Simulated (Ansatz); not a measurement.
Geometry optimisation, RKS r2SCANh/def2-SVP in Ansatz 0.2.0.

The input (input.yaml):

```yaml
crystal:
  periodic: [false, false, false]
  atoms:
    - { symbol: "N", position_ang: [-0.0424, -1.7376, 0.0113] }
    - { symbol: Si, position_ang: [0.2618, 0.0107, -0.4071] }
    - { symbol: "N", position_ang: [-0.27137, 0.31161, -2.06726] }
    - { symbol: Cl, position_ang: [-0.89849, 1.24323, 0.91149] }
    - { symbol: B, position_ang: [2.13994, 0.45919, -0.24861] }
    - { symbol: F, position_ang: [2.86605, 0.95556, -1.42855] }
    - { symbol: H, position_ang: [0.8423, -2.1313, 0.2776] }
    - { symbol: H, position_ang: [-0.6527, -1.6652, 0.8474] }
    - { symbol: H, position_ang: [0.21509, -0.34906, -2.74604] }
    - { symbol: H, position_ang: [-1.31229, 0.02394, -2.13889] }
    - { symbol: H, position_ang: [2.71004, 0.31529, 0.74636] }
basis:
  gaussian: { orbitals: def2-SVP }
hamiltonian:
  xc: r2scanh
relax:
  f_tol: 0.015
  max_steps: 40
```

Run as:

```bash
$ ansatz run input.yaml --threads 2 --pin off --max-ram 3072MiB --backend cpu --events-out ev --progress --plain --runs-dir out
```

Question: Where does it end, and by what steps?

Answer: It converged. After 28 steps the energy has fallen by 1.167 eV; H8 moved furthest, 0.89 Å.

```
step  energy less start (eV)  largest force component (eV/Å)  accepted
   0                  0.0000                           3.949       yes
   1                 -0.6429                           2.572       yes
   2                 -0.7509                           1.365       yes
   3                 -0.7499                           2.040        no
   4                 -0.9253                           0.427       yes
   5                 -0.9528                           0.115       yes
   6                 -0.9764                           0.355       yes
   7                 -0.9850                           0.715       yes
   8                 -1.0131                           0.333       yes
   9                 -1.0628                           0.322       yes
  10                 -1.0416                           1.178        no
  11                 -1.0865                           0.193       yes
  12                 -1.1011                           0.153       yes
  13                 -1.1042                           0.123       yes
  14                 -1.0696                           1.527        no
  15                 -1.1170                           0.221       yes
  16                 -1.1248                           0.579       yes
  17                 -1.1353                           0.354       yes
  18                 -1.1212                           0.899        no
  19                 -1.1465                           0.233       yes
  20                 -1.1545                           0.461       yes
  21                 -1.1569                           0.209       yes
  22                 -1.1156                           0.606        no
  23                 -1.1654                           0.116       yes
  24                 -1.1663                           0.078       yes
  25                 -1.1623                           0.267        no
  26                 -1.1670                           0.017       yes
  27                 -1.1672                           0.015       yes
  28                 -1.1673                           0.011       yes
```

```xyz
11
Properties=species:S:1:pos:R:3
N 0.187 -1.713 0.144
Si 0.287 -0.111 -0.451
N -0.582 -0.078 -1.932
Cl -0.662 1.385 0.704
B 2.200 0.520 -0.279
F 2.744 1.298 -1.205
H 0.767 -2.010 0.920
H -0.701 -2.204 0.137
H -0.347 -0.726 -2.675
H -0.930 0.800 -2.295
H 2.896 0.275 0.688
```

Run time: 100 s on 2 threads of Intel(R) Xeon(R) 6975P-C (Granite Rapids) (shared host), peak memory 0.32 GiB.
